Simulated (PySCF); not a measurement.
Compound: C₈H₆ClN.
Structure used (GFN2-xTB), in Å, numbered top down from 1:
```xyz
16
C8H6ClN angstrom
C      0.528   -2.868   -1.089
C      0.795   -1.703   -1.042
C      1.084   -0.283   -0.952
C      0.215    0.339    0.105
C     -0.911    1.085   -0.224
C     -1.691    1.617    0.789
N     -1.421    1.454    2.072
C     -0.360    0.745    2.404
C      0.481    0.167    1.462
Cl     1.844   -0.759    1.984
H      0.312   -3.892   -1.145
H      2.139   -0.154   -0.692
H      0.895    0.186   -1.921
H     -1.173    1.244   -1.259
H     -2.574    2.201    0.568
H     -0.171    0.629    3.462
```

Definitions: NICS(0) = −σiso at the ring centroid; NICS(1) = −σiso and NICS(1)zz = −σzz at ±1 Å along the ring normal z. Level: GIAO PBE0/pcSseg-1 (PySCF, non-relativistic, gas phase) on the GFN2-xTB geometry, one conformer.

Ring bond lengths (Å), with Mayer bond orders in brackets: C4–C5 1.390 (1.40), C5–C6 1.385 (1.41), C6–N7 1.322 (1.46), N7–C8 1.318 (1.49), C8–C9 1.389 (1.34), C9–C4 1.394 (1.28).

Question: What do the NICS probes read (ppm)?

Answer: 
| ring | type | NICS(0) | NICS(1), two faces | NICS(1)zz, two faces | rms pucker (Å) | centre to ring atoms, mean (Å) |
| --- | --- | --- | --- | --- | --- | --- |
| C4–C5–C6–N7–C8–C9 | 6-membered ring with N; formal bonds all aromatic | -8.0 | -11.0 / -10.9 | -27.0 / -26.5 | 0.00 | 1.37 |

Question: What can be read from them?

Answer: 
- C4–C5–C6–N7–C8–C9: mean NICS(1)zz -26.7 ppm, shielded, aromatic by this magnetic criterion (flat ring, no four-coordinate atom).

Question: And the bond-length index? HOMA = 1 − mean of α(R − Ropt)² over the ring bonds, with Krygowski's 1993 parameters (CC: Ropt 1.388 Å, α 257.7 Å⁻²; CN: Ropt 1.334 Å, α 93.52 Å⁻²).

Answer: 
- C4–C5–C6–N7–C8–C9: HOMA 0.99; the largest term is that of N7–C8, α(R − Ropt)² = 0.02. The geometric and the magnetic index point the same way.

Question: What is the mean of the two in-plane components of NICS at the second NICS(1) probe listed for ring C4–C5–C6–N7–C8–C9, 1 Å off the ring?

Answer: The isotropic value is a third of the trace: (3 × -10.9 − (-26.5))/2 = -3.1 ppm.

Question: What are the shieldings of the ring atoms and their hydrogens in the same run (means over atoms taken as equivalent)?

Answer: 
```csv
atoms,environment,σ isotropic (ppm),"principal values of the symmetric part, first atom (ppm)"
C4,substituted aromatic carbon,36.3,"-58.5, 1.4, 166.1"
C5,aromatic CH carbon,57.6,"-46.7, 60.3, 159.2"
C6,aromatic CH next to a ring nitrogen,33.2,"-73.3, 26.5, 146.2"
N7,pyridine-type nitrogen,-92.9,"-400.1, -169.3, 290.7"
C8,aromatic CH next to a ring nitrogen,30.9,"-67.2, 30.6, 129.4"
C9,aromatic C–Cl carbon,43.6,"-50.7, 59.4, 122.0"
H14,aromatic hydrogen,24.44,"21.0, 22.9, 29.4"
H15,aromatic hydrogen,22.95,"19.0, 22.9, 27.0"
H16,aromatic hydrogen,22.79,"17.9, 21.5, 29.0"
```
